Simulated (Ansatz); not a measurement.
A ladder of methods for Si2H3F3 (SMILES F[Si](F)(F)[SiH3])

Si2H3F3 has 8 atoms, charge 0, and is taken as a singlet. SMILES: `F[Si](F)(F)[SiH3]`. Geometry: optimised at r2SCAN/def2-SVP.

| atom | x (Å) | y (Å) | z (Å) |
| --- | --- | --- | --- |
| F | 1.3219 | -1.0568 | 1.5289 |
| Si | 0.5324 | -0.9868 | 0.1280 |
| F | -0.5000 | -2.2216 | 0.1070 |
| F | 1.6121 | -1.2559 | -1.0351 |
| Si | -0.5501 | 1.0493 | -0.1525 |
| H | -1.5308 | 1.2303 | 0.9564 |
| H | 0.4641 | 2.1422 | -0.1228 |
| H | -1.2573 | 1.0423 | -1.4655 |

Each level gives the dissociation energy of the H6–Si5 bond into doublet H and doublet Si2H2F3 (shapes relaxed at r2SCAN/def2-SVP, no zero-point term) (eV). The values are calculated.

```json
{"level": "HF/def2-SVP", "kind": "Hartree–Fock", "program": "Ansatz", "value (eV)": "3.18", "CPU time (all runs)": "1.8 s"}
{"level": "PBE/def2-SVP", "kind": "GGA", "program": "Ansatz", "value (eV)": "3.83", "CPU time (all runs)": "4.7 s"}
{"level": "r2SCAN/def2-SVP", "kind": "meta-GGA", "program": "Ansatz", "value (eV)": "3.85", "CPU time (all runs)": "11 s"}
{"level": "B3LYP/def2-SVP", "kind": "global hybrid", "program": "Ansatz", "value (eV)": "3.99", "CPU time (all runs)": "6.1 s"}
{"level": "wB97M-V/def2-SVP", "kind": "range-separated hybrid", "program": "Ansatz", "value (eV)": "4.09", "CPU time (all runs)": "28 s"}
```

The values span 3.18 to 4.09 eV. Hartree–Fock misses the correlation of the electron pair that is broken and comes out low. Measured bond enthalpies also hold zero-point and thermal terms, a few tenths of an eV less. CPU times are rough (shared hosts, several kinds of processor and program).
